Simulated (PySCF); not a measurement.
C₂H₆Cl₂Sn, triplet (typed; the unrestricted solution is spin-contaminated), geometry from GFN2-xTB of the parent state (such geometries of metal compounds can be far from the true shape) (a higher spin typed on purpose: for a closed-shell molecule this is an excited state) (all electrons, no relativity); PySCF with HF/STO-3G.

PySCF was given this input:
```python
from pyscf import gto, scf

mol = gto.Mole()
mol.atom = '''
    C     1.763729   -1.736626    0.071301
    Sn   -0.016285   -0.135629   -0.030061
    C    -1.936907   -1.436715   -0.671809
    Cl    0.547894    1.482327   -1.993340
    Cl   -0.405078    0.673478    2.413983
    H     1.468168   -2.532322    0.746418
    H     2.672019   -1.265245    0.431347
    H     1.923796   -2.132566   -0.925569
    H    -2.685111   -0.797547   -1.127975
    H    -2.344992   -1.911674    0.213053
    H    -1.608434   -2.187863   -1.382121
'''
mol.basis = 'sto-3g'
mol.charge = 0
mol.spin = 2
mol.verbose = 4
mol.build()

mf = scf.UHF(mol)
mf.kernel()
mf.analyze()
```

The log (banner, timings and long lists left out):

```
PySCF version 2.14.0

[INPUT] verbose = 4
[INPUT] num. atoms = 11
[INPUT] num. electrons = 102
[INPUT] charge = 0
[INPUT] spin (= nelec alpha-beta = 2S) = 2
[INPUT] symmetry False subgroup None
[INPUT] Mole.unit = angstrom
[INPUT] Symbol           X                Y                Z      unit          X                Y                Z       unit  Magmom
[...]
nuclear repulsion = 673.329524068837
number of shells = 33
number of NR pGTOs = 183
number of NR cGTOs = 61
basis = sto-3g
ecp = {}

******** <class 'pyscf.scf.uhf.UHF'> ********
method = UHF
initial guess = minao
damping factor = 0
level_shift factor = 0
DIIS = <class 'pyscf.scf.diis.CDIIS'>
diis_start_cycle = 1
diis_space = 8
diis_damp = 0
SCF conv_tol = 1e-09
SCF conv_tol_grad = None
SCF max_cycles = 50
direct_scf = True
direct_scf_tol = 1e-13
number electrons alpha = 52  beta = 50
Set gradient conv threshold to 3.16228e-05
init E= -6932.63126925736

cycle= 1 E= -6950.52837908914  delta_E= -17.9  |g|= 0.319  |ddm|=  2.7

cycle= 2 E= -6950.65691591739  delta_E= -0.129  |g|= 0.122  |ddm|= 0.817
cycle= 3 E= -6950.67204122634  delta_E= -0.0151  |g|= 0.0465  |ddm|= 0.209
cycle= 4 E= -6950.6773172332  delta_E= -0.00528  |g|= 0.0255  |ddm|= 0.147
cycle= 5 E= -6950.67987876693  delta_E= -0.00256  |g|= 0.0103  |ddm|= 0.152
cycle= 6 E= -6950.68045196933  delta_E= -0.000573  |g|= 0.00518  |ddm|= 0.0829
cycle= 7 E= -6950.68069158424  delta_E= -0.00024  |g|= 0.00326  |ddm|= 0.0594
cycle= 8 E= -6950.68080355327  delta_E= -0.000112  |g|= 0.00254  |ddm|= 0.0406
cycle= 9 E= -6950.68086633496  delta_E= -6.28e-05  |g|= 0.00264  |ddm|= 0.0236
cycle= 10 E= -6950.68083162572  delta_E= 3.47e-05  |g|= 0.00256  |ddm|= 0.0127
cycle= 11 E= -6950.68061983196  delta_E= 0.000212  |g|= 0.00177  |ddm|=  0.1
cycle= 12 E= -6950.68054025768  delta_E= 7.96e-05  |g|= 0.000904  |ddm|= 0.0828
cycle= 13 E= -6950.68052855173  delta_E= 1.17e-05  |g|= 0.000369  |ddm|= 0.041
cycle= 14 E= -6950.68052848993  delta_E= 6.18e-08  |g|= 0.000105  |ddm|= 0.0112
cycle= 15 E= -6950.68052853559  delta_E= -4.57e-08  |g|= 4.03e-05  |ddm|= 0.00111
cycle= 16 E= -6950.6805285408  delta_E= -5.21e-09  |g|= 2.17e-05  |ddm|= 0.000329
cycle= 17 E= -6950.68052854353  delta_E= -2.73e-09  |g|= 1.3e-05  |ddm|= 0.000189
cycle= 18 E= -6950.68052854475  delta_E= -1.22e-09  |g|= 4.32e-06  |ddm|= 0.00019
cycle= 19 E= -6950.68052854484  delta_E= -9.09e-11  |g|= 1.82e-06  |ddm|= 0.000157
Extra cycle  E= -6950.68052854486  delta_E= -1.46e-11  |g|= 1.34e-06  |ddm|= 8.37e-06
converged SCF energy = -6950.68052854486  <S^2> = 2.1360154  2S+1 = 3.0893465
**** SCF Summaries ****
Total Energy =                       -6950.680528544857225
Nuclear Repulsion Energy =             673.329524068836918
One-electron Energy =               -10956.805038072663592
Two-electron Energy =                 3332.794985458969222
Two-electron Coulomb Energy =         3560.221952178918855
DFT Exchange-Correlation Energy =     -227.426966719949633
**** MO energy ****
                             alpha | beta                alpha | beta
[...]
To work with the spin densities directly, `use mulliken_meta_spin()` only printing them here.

 ** Mulliken spin pop alpha/beta on meta-lowdin orthogonal AOs **
 ** Mulliken Spin Density (per AO)  **
spin_pop of  0 C 1s       -0.00002
spin_pop of  0 C 2s        0.09674
spin_pop of  0 C 2px       0.33811
spin_pop of  0 C 2py       0.28319
spin_pop of  0 C 2pz       0.03629
spin_pop of  1 Sn 1s        0.00000
spin_pop of  1 Sn 2s        0.00001
spin_pop of  1 Sn 3s        0.00005
spin_pop of  1 Sn 4s        0.00016
spin_pop of  1 Sn 5s        0.26165
spin_pop of  1 Sn 2px       0.00000
spin_pop of  1 Sn 2py      -0.00000
spin_pop of  1 Sn 2pz      -0.00000
spin_pop of  1 Sn 3px      -0.00000
spin_pop of  1 Sn 3py       0.00000
spin_pop of  1 Sn 3pz      -0.00000
spin_pop of  1 Sn 4px       0.00011
spin_pop of  1 Sn 4py      -0.00009
spin_pop of  1 Sn 4pz      -0.00010
spin_pop of  1 Sn 5px       0.11107
spin_pop of  1 Sn 5py      -0.07888
spin_pop of  1 Sn 5pz      -0.09434
spin_pop of  1 Sn 3dxy      0.00000
spin_pop of  1 Sn 3dyz      0.00000
spin_pop of  1 Sn 3dz^2     0.00000
spin_pop of  1 Sn 3dxz      0.00000
spin_pop of  1 Sn 3dx2-y2    0.00000
spin_pop of  1 Sn 4dxy      0.00181
spin_pop of  1 Sn 4dyz      0.00029
spin_pop of  1 Sn 4dz^2     0.00022
spin_pop of  1 Sn 4dxz      0.00010
spin_pop of  1 Sn 4dx2-y2    0.00012
spin_pop of  2 C 1s       -0.00002
spin_pop of  2 C 2s        0.08974
spin_pop of  2 C 2px       0.34585
spin_pop of  2 C 2py       0.17521
spin_pop of  2 C 2pz       0.06657
spin_pop of  3 Cl 1s        0.00000
spin_pop of  3 Cl 2s        0.00001
spin_pop of  3 Cl 3s        0.00794
spin_pop of  3 Cl 2px       0.00001
spin_pop of  3 Cl 2py       0.00002
spin_pop of  3 Cl 2pz       0.00004
spin_pop of  3 Cl 3px       0.04568
spin_pop of  3 Cl 3py       0.06211
spin_pop of  3 Cl 3pz       0.15386
spin_pop of  4 Cl 1s        0.00000
spin_pop of  4 Cl 2s        0.00001
spin_pop of  4 Cl 3s        0.00771
spin_pop of  4 Cl 2px       0.00001
spin_pop of  4 Cl 2py       0.00000
spin_pop of  4 Cl 2pz       0.00005
spin_pop of  4 Cl 3px       0.04726
spin_pop of  4 Cl 3py       0.00590
spin_pop of  4 Cl 3pz       0.20109
spin_pop of  5 H 1s       -0.03117
spin_pop of  6 H 1s       -0.02404
spin_pop of  7 H 1s       -0.03062
spin_pop of  8 H 1s       -0.02173
spin_pop of  9 H 1s       -0.02744
spin_pop of  10 H 1s       -0.03054
 ** Mulliken Spin Density (per atom)  **
spin density of  0 C =      0.75431
spin density of  1 Sn =      0.20217
spin density of  2 C =      0.67735
spin density of  3 Cl =      0.26967
spin density of  4 Cl =      0.26204
spin density of  5 H =     -0.03117
spin density of  6 H =     -0.02404
spin density of  7 H =     -0.03062
spin density of  8 H =     -0.02173
spin density of  9 H =     -0.02744
spin density of  10 H =     -0.03054
 ** Mulliken pop alpha/beta on meta-lowdin orthogonal AOs **
 ** Mulliken pop       alpha | beta **
In total            52.00000 | 50.00000
 ** Mulliken atomic charges   ( Nelec_alpha | Nelec_beta ) **
charge of  0C =     -0.12639  (     3.44035      2.68604 )
charge of  1Sn =      0.85654  (    24.67282     24.47064 )
charge of  2C =     -0.14623  (     3.41179      2.73444 )
charge of  3Cl =     -0.47661  (     8.87314      8.60347 )
charge of  4Cl =     -0.47625  (     8.86914      8.60711 )
charge of  5H =      0.06124  (     0.45379      0.48497 )
charge of  6H =      0.07179  (     0.45208      0.47612 )
charge of  7H =      0.06234  (     0.45352      0.48414 )
charge of  8H =      0.06462  (     0.45682      0.47855 )
charge of  9H =      0.05793  (     0.45731      0.48476 )
charge of  10H =      0.05102  (     0.45922      0.48976 )
Dipole moment(X, Y, Z, Debye): -0.10947, -7.69468, -1.39122
```
